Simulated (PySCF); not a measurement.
Cartesian coordinates (Å):
```xyz
7

C     -1.4383     0.5778     0.3848
C     -0.2753    -0.0065     0.2293
C      0.8850    -0.5091     0.1031
N      1.9403    -1.1256    -0.0711
H     -2.3697     0.0697     0.1490
H     -1.5258     1.5953     0.7569
H      2.7838    -0.6016     0.1646
```
Charge 0, spin multiplicity 1.

**Question.** What dipole moment, HOMO–LUMO gap, HOMO, LUMO and total energy does PBE-D3(BJ)/def2-TZVP // B3LYP-D3(BJ)/def2-TZVP (PySCF) give?

**Answer.** 
The dipole moment is 1.82 D and the HOMO–LUMO gap comes out as 2.46 eV. The HOMO comes out as -5.51 eV and the LUMO is -3.05 eV. The total energy is -4643.22 eV.
